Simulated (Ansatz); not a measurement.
Calculated with Ansatz (gas phase, PBE0-D4/def2-TZVP geometries, no zero-point term in ΔE). CCSD(T)/CBS is the MP2 limit (def2-TZVPP, def2-QZVPP) plus CCSD(T) − MP2 in def2-TZVPP, frozen cores. This one scheme is used for every species. Functionals use def2-TZVPP. B3LYP here is the variant with VWN-RPA as its local correlation; programs differ in this. Each species was taken in one conformer, which may not be the lowest.

Reaction (ligand exchange at a B–O bond): `OB(O[SiH3])O[SiH3]` + `O[SiH3]` → `[SiH3]OB(O[SiH3])O[SiH3]` + H₂O

```tsv
level	ΔE (kJ/mol)
B3LYP-D4	-18.1
SCS-MP2/def2-TZVPP	-19.9
```

Q: What does CCSD(T)/CBS give? (An estimate is asked.)

A: Ansatz gave: -21.3 kJ/mol. The listed levels differ from it by 3.2, 1.4 kJ/mol.

Largest T1 diagnostic among the species: 0.012.

The D4 term adds −6.0 kJ/mol with B3LYP and −3.9 kJ/mol with PBE0; it sums over pairs of atoms, weighted by their polarisabilities, and B3LYP, whose exchange is more repulsive, gets the larger term.
